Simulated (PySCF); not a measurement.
## SiNi: one state, many levels of theory

State: triplet, unpaired electrons π ↑, δ ↑, a mixture of terms (⟨Lz²⟩ = 4.7). Set-up: PySCF, no relativity, basis sets Si def2-TZVPPD, Ni def2-TZVPPD. De refers to Si + Ni (3d8 4s2) in their high-spin ground configurations, without counterpoise correction. The functionals are run spin-unrestricted. A positive dipole means Si(−)Ni(+). Levels whose curve was spin-contaminated or gave no clean fit are not listed.

```csv
Level,Re (Å),ωe (cm⁻¹),De (eV),μ (D)
UHF-MP2,2.132,399,n/a,n/a
UHF-SCS-MP2,2.168,372,n/a,n/a
B3LYP,2.207,357,n/a,1.40
PBE0,2.199,364,n/a,1.86
M06,2.207,365,n/a,1.09
ωB97M-V,2.194,366,n/a,2.02
```

Correlated steps freeze 10 core orbitals. De is left out where the level can put another filling of the metal’s s and d shells below the measured ground configuration, by anything from nothing to about 1 eV. The state is the lowest single determinant that the PBE0 search found; with open d or f shells the true ground state can be another one.

The whole job (state search and all levels along the bond) took about 11 min on 2 threads of Intel Xeon 6975P-C (shared host), peak memory 3.8 GiB.
